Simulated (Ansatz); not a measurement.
Species: C3H3NO, SMILES `C#CC(=O)N` (O–C–N–H torsion 0°) (charge 0, multiplicity 1), formula C3H3NO.

Q: How many basis functions does Ansatz (a quantum-chemistry and plane-wave program) with frozen-core CCSD(T)/cc-pVTZ // B3LYP-D3(BJ)/def2-TZVP use, how many core orbitals are frozen, and how many electrons are correlated?

A: 192 basis functions and 5 frozen orbitals, which leaves 26 correlated electrons. Core time is of the order of seconds.
